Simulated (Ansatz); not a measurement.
H$_{3}$SbTe, SMILES `[SbH2][TeH]`, relaxed with RKS PBE0-D4/def2-TZVP in Ansatz from a PBE-D4/def2-SVP geometry. The force threshold is 0.005 eV/Å; the program also tests the step.

Charge 0, multiplicity 1. Sb, Te: def2 effective core potential.

Start:

```xyz
5

Sb    0.394    1.180    0.574
Te   -1.353    0.087   -1.337
H     1.764    0.251    0.049
H     0.043   -0.024    1.774
H    -0.848   -1.495   -1.061
```

Problem. By how much does the energy fall, and how many steps does the optimiser take? (Best estimate.)

Solution. Ansatz gave: 2.36 kJ/mol, in 4 steps, 1 of them rejected.

Problem. Which bonds change most? (Estimate.)

Solution. Ansatz gave: Sb1–Te2 from 2.810 to 2.765 Å; Sb1–H3 from 1.736 to 1.709 Å; Sb1–H4 from 1.736 to 1.709 Å; Te2–H5 from 1.683 to 1.657 Å.

Problem. Give the relaxed structure. (An estimate is asked.)

Solution. Computed: 
```xyz
5

Sb    0.390    1.152    0.565
Te   -1.335    0.085   -1.314
H     1.746    0.253    0.044
H     0.038   -0.014    1.763
H    -0.840   -1.476   -1.058
```
